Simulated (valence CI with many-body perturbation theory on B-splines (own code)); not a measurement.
# W⁴³⁺: electric-dipole lines

Computed by configuration interaction combined with many-body perturbation theory (CI+MBPT): three valence electrons over a frozen Dirac-Fock core [Ar] 3d10, radial functions for each j: 11 s, 11 p, 9 d, 7 f, 5 g, 2 h, 1 i, with the one-electron correlation potential Σ1 (screened to all orders), the two-electron term Σ2, the three-electron term Σ3, Breit, model QED; selected single and double excitations, second order for the rest (own B-spline code, finite nucleus).

No measured spectrum was set against this ion. As an estimate, large intervals hold to a few tenths of a per cent, small ones and those within an open d or f shell to about a per cent.

Lines 151 to 200 of 272 in falling wavelength, among levels below 4729.5 × 10³ cm⁻¹, chosen from the strongest by gf and those to the six lowest levels. Wavelengths and rates use the calculated energies. Electric multipoles are in the length gauge, E1 and E2 with the static RPA response of the core. Weak lines are less certain than strong ones. Lines between different terms over intervals too small for the method are left out, as are lines whose strength nearly cancels. The highest levels of a list are the least certain.

Levels are named by their leading jj configuration (3d3/2^4 stands for four electrons in 3d with j = 3/2), which in mixed levels can hold well under half, so a name can repeat and another be missing. Letters in brackets count levels of one name in rising energy.

| λ vac (Å) | Upper | Lower | A (s⁻¹) | S (a.u.) with core polarisation | S without |
| --- | --- | --- | --- | --- | --- |
| 61.09 | (4p1/2 4p3/2 4d3/2) J=5/2 | (4s 4p1/2 4d3/2) J=3/2 [b] | 3.90e+11 | 2.63e-01 | 2.79e-01 |
| 60.85 | (4p1/2 4p3/2 4d5/2) J=5/2 [a] | (4s 4p1/2 4d5/2) J=5/2 [a] | 3.78e+10 | 2.52e-02 | 2.67e-02 |
| 60.61 | (4s 4p3/2^2) J=1/2 | (4s^2 4p3/2) J=3/2 | 4.89e+11 | 1.08e-01 | 1.14e-01 |
| 60.60 | (4s 4p1/2 4p3/2) J=1/2 | (4s^2 4p1/2) J=1/2 | 6.93e+11 | 1.52e-01 | 1.62e-01 |
| 60.53 | (4p1/2 4p3/2 4d3/2) J=1/2 [a] | (4s 4p1/2 4d3/2) J=3/2 [a] | 4.59e+11 | 1.00e-01 | 1.07e-01 |
| 60.46 | (4p3/2^3) J=3/2 | (4s 4p3/2^2) J=1/2 | 3.18e+11 | 1.39e-01 | 1.47e-01 |
| 60.37 | (4p1/2 4p3/2 4d5/2) J=7/2 [b] | (4s 4p1/2 4d5/2) J=5/2 [b] | 6.54e+10 | 5.68e-02 | 6.03e-02 |
| 60.32 | (4s 4p3/2 4d3/2) J=1/2 [b] | (4s^2 4d3/2) J=3/2 | 7.54e+11 | 1.63e-01 | 1.73e-01 |
| 60.03 | (4p1/2 4p3/2 4d5/2) J=3/2 [b] | (4s 4p1/2 4d5/2) J=5/2 [b] | 2.16e+11 | 9.22e-02 | 9.79e-02 |
| 59.80 | (4p1/2 4p3/2 4d5/2) J=1/2 | (4s 4p1/2 4d5/2) J=3/2 | 1.48e+11 | 3.12e-02 | 3.31e-02 |
| 59.71 | (4p1/2 4p3/2^2) J=5/2 | (4s 4p1/2 4p3/2) J=5/2 | 2.00e+11 | 1.26e-01 | 1.34e-01 |
| 59.66 | (4s 4p1/2 4f5/2) J=3/2 | (4s 4p1/2 4d3/2) J=3/2 [a] | 2.87e+11 | 1.20e-01 | 1.28e-01 |
| 59.64 | (4s 4p3/2 4d5/2) J=7/2 [b] | (4s^2 4d5/2) J=5/2 | 1.60e+11 | 1.34e-01 | 1.42e-01 |
| 59.60 | (4s 4p3/2 4d5/2) J=3/2 [a] | (4s^2 4d3/2) J=3/2 | 8.35e+10 | 3.49e-02 | 3.71e-02 |
| 59.54 | (4s 4p3/2^2) J=3/2 | (4s^2 4p3/2) J=3/2 | 1.04e+12 | 4.34e-01 | 4.60e-01 |
| 59.50 | (4p1/2 4p3/2 4d5/2) J=5/2 [b] | (4s 4p1/2 4d5/2) J=3/2 | 3.80e+10 | 2.37e-02 | 2.52e-02 |
| 59.48 | (4p1/2 4p3/2^2) J=3/2 | (4s 4p1/2 4p3/2) J=5/2 | 3.29e+10 | 1.37e-02 | 1.45e-02 |
| 59.09 | (4p1/2 4p3/2 4d3/2) J=7/2 | (4s 4p1/2 4d3/2) J=5/2 | 4.13e+11 | 3.37e-01 | 3.56e-01 |
| 58.93 | (4p1/2 4p3/2 4d5/2) J=7/2 [b] | (4s 4p1/2 4d5/2) J=7/2 | 1.16e+11 | 9.35e-02 | 9.92e-02 |
| 58.82 | (4s 4p3/2 4d3/2) J=5/2 [c] | (4s^2 4d3/2) J=3/2 | 1.29e+12 | 7.80e-01 | 8.26e-01 |
| 58.43 | (4s 4p3/2 4d5/2) J=3/2 [b] | (4s^2 4d5/2) J=5/2 | 3.44e+11 | 1.36e-01 | 1.44e-01 |
| 57.39 | (4p1/2 4p3/2^2) J=5/2 | (4s 4p1/2 4p3/2) J=3/2 [a] | 1.72e+09 | 9.64e-04 | 1.02e-03 |
| 57.36 | (4s 4p3/2 4d5/2) J=5/2 [b] | (4s^2 4d5/2) J=5/2 | 2.93e+11 | 1.64e-01 | 1.74e-01 |
| 57.20 | (4p3/2^3) J=3/2 | (4s 4p3/2^2) J=5/2 | 1.28e+11 | 4.74e-02 | 5.03e-02 |
| 57.19 | (4p1/2 4p3/2^2) J=3/2 | (4s 4p1/2 4p3/2) J=3/2 [a] | 2.86e+11 | 1.05e-01 | 1.12e-01 |
| 57.11 | (4p1/2 4p3/2 4d3/2) J=5/2 | (4s 4p1/2 4d3/2) J=5/2 | 8.27e+10 | 4.56e-02 | 4.84e-02 |
| 56.73 | (4p1/2 4p3/2 4d5/2) J=5/2 [b] | (4s 4p1/2 4d5/2) J=5/2 [a] | 1.47e+11 | 7.96e-02 | 8.44e-02 |
| 56.05 | (4p1/2 4p3/2^2) J=1/2 | (4s 4p1/2 4p3/2) J=3/2 [a] | 1.76e+10 | 3.06e-03 | 3.25e-03 |
| 55.33 | (4p1/2 4p3/2 4d3/2) J=5/2 | (4s 4p1/2 4d3/2) J=3/2 [a] | 5.11e+10 | 2.56e-02 | 2.72e-02 |
| 52.14 | (4s 4p3/2 4d3/2) J=5/2 [a] | (4s 4p1/2 4p3/2) J=3/2 [b] | 9.96e+10 | 4.18e-02 | 4.43e-02 |
| 52.01 | (4s 4p1/2 4d3/2) J=3/2 [a] | (4s 4p1/2^2) J=1/2 | 2.58e+10 | 7.16e-03 | 7.59e-03 |
| 51.93 | (4p1/2 4p3/2 4d3/2) J=3/2 [a] | (4p1/2^2 4p3/2) J=3/2 | 6.34e+10 | 1.75e-02 | 1.86e-02 |
| 51.72 | (4s 4p3/2 4d3/2) J=3/2 [a] | (4s 4p1/2 4p3/2) J=3/2 [b] | 3.32e+08 | 9.08e-05 | 9.69e-05 |
| 51.71 | (4s 4p3/2 4d3/2) J=1/2 [a] | (4s 4p1/2 4p3/2) J=3/2 [b] | 2.22e+10 | 3.03e-03 | 3.21e-03 |
| 51.47 | (4s 4p3/2 4d3/2) J=5/2 [b] | (4s 4p1/2 4p3/2) J=3/2 [b] | 1.73e+11 | 6.97e-02 | 7.39e-02 |
| 51.39 | (4s 4p1/2 4f5/2) J=5/2 [c] | (4p1/2^2 4p3/2) J=3/2 | 1.72e+11 | 6.91e-02 | 7.32e-02 |
| 50.30 | (4s 4p1/2 4f7/2) J=5/2 | (4p1/2^2 4p3/2) J=3/2 | 9.48e+10 | 3.57e-02 | 3.79e-02 |
| 49.66 | (4s 4p3/2 4d3/2) J=5/2 [a] | (4s 4p1/2 4p3/2) J=5/2 | 2.33e+11 | 8.45e-02 | 8.97e-02 |
| 49.43 | (4s 4p3/2 4d3/2) J=3/2 [b] | (4s 4p1/2 4p3/2) J=1/2 | 4.56e+11 | 1.09e-01 | 1.15e-01 |
| 49.28 | (4s 4p3/2 4d3/2) J=3/2 [a] | (4s 4p1/2 4p3/2) J=5/2 | 1.75e+11 | 4.13e-02 | 4.39e-02 |
| 49.16 | (4s 4p3/2 4d3/2) J=7/2 | (4s 4p1/2 4p3/2) J=5/2 | 6.84e+11 | 3.21e-01 | 3.40e-01 |
| 49.05 | (4s 4p3/2 4d3/2) J=5/2 [b] | (4s 4p1/2 4p3/2) J=5/2 | 3.98e+11 | 1.39e-01 | 1.48e-01 |
| 48.93 | (4s 4p3/2 4d3/2) J=3/2 [b] | (4s 4p1/2 4p3/2) J=3/2 [b] | 4.32e+11 | 1.00e-01 | 1.06e-01 |
| 48.34 | (4p1/2 4p3/2 4d3/2) J=3/2 [b] | (4p1/2^2 4p3/2) J=3/2 | 1.21e+12 | 2.71e-01 | 2.87e-01 |
| 48.05 | (4s 4p3/2 4d3/2) J=5/2 [a] | (4s 4p1/2 4p3/2) J=3/2 [a] | 2.05e+11 | 6.72e-02 | 7.13e-02 |
| 47.97 | (4s 4p1/2 4d3/2) J=1/2 | (4s 4p1/2^2) J=1/2 | 1.23e+12 | 1.34e-01 | 1.43e-01 |
| 47.91 | (4p1/2 4p3/2 4d3/2) J=1/2 [b] | (4p1/2^2 4p3/2) J=3/2 | 1.08e+12 | 1.17e-01 | 1.25e-01 |
| 47.90 | (4s^2 4d3/2) J=3/2 | (4s^2 4p1/2) J=1/2 | 1.20e+12 | 2.61e-01 | 2.77e-01 |
| 47.78 | (4s 4p1/2 4d3/2) J=3/2 [b] | (4s 4p1/2^2) J=1/2 | 1.24e+12 | 2.66e-01 | 2.83e-01 |
| 47.72 | (4s 4p3/2 4d3/2) J=1/2 [b] | (4s 4p1/2 4p3/2) J=1/2 | 8.69e+11 | 9.32e-02 | 9.90e-02 |
